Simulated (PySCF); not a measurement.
Identify the compound

An unknown has the formula C$_{5}$H$_{9}$NSi$_{2}$. Its calculated NMR data are:

¹H NMR (600 MHz, computed): δ 4.94 (m, 2H), 4.03 (t, 3H), 2.44 (q, 2H), 1.97 (m, 2H).

¹³C{¹H} NMR (computed): δ 190.6 (C), 120.5 (C), 110.8 (C), 24.7 (CH2), 22.5 (CH2).

- coordinates at the GFN2-xTB level
- shieldings: GIAO PBE0/pcSseg-1
- code: PySCF 2.14
- gas phase, single conformer, non-relativistic, rapidly exchanging positions averaged

Shifts are taken against calculated references (same method and geometry level): ¹H, ¹³C vs TMS.

Question: Choose the structure that fits.
A. N#CC1=C(C[SiH3])C[SiH2]1
B. [SiH3][SiH2]c1ccccn1
C. [SiH3][SiH2]c1ccncc1

Answer: A. 

Rings plus π bonds: 4 (1 ring in the answer). 5 carbon signals for 5 carbons: no two carbons are equivalent. Carbon types of the structure: 3 × C, 2 × CH2, leaving 5 H on heteroatoms. δC 190.6, 110.8: fully substituted alkene carbon. δC 120.5: nitrile carbon; this is the usual window of a C≡N carbon, which has no attached hydrogen. δC 24.7, 22.5: allylic sp3 CH2 bonded to Si. δH 4.94: hydrogen on a silicon bonded to 2 C, in a 4-membered ring. δH 2.44, 1.97: hydrogen on an allylic sp3 CH2 bonded to Si; allylic position.

The others: [SiH3][SiH2]c1ccccn1 would give 6 signals for carbon-bound and other non-exchanging H, not 4; [SiH3][SiH2]c1ccncc1 would give 3 carbon signals, not 5.

Shifts are as computed. Against solution values, carbons near 30 ppm lie about +3 ppm off and those near 130 ppm about +5 ppm. Of 1211 compounds with measured shifts, 218 miss one by over three times the rms of a fit or turn the order of signals round; such compounds aren't used in these exercises. No couplings were computed; multiplicities are counted from neighbouring protons, with m where these are inequivalent, close in shift, in a saturated or five-membered ring or joined by F or P, and br s for small geminal =CH2 splittings.
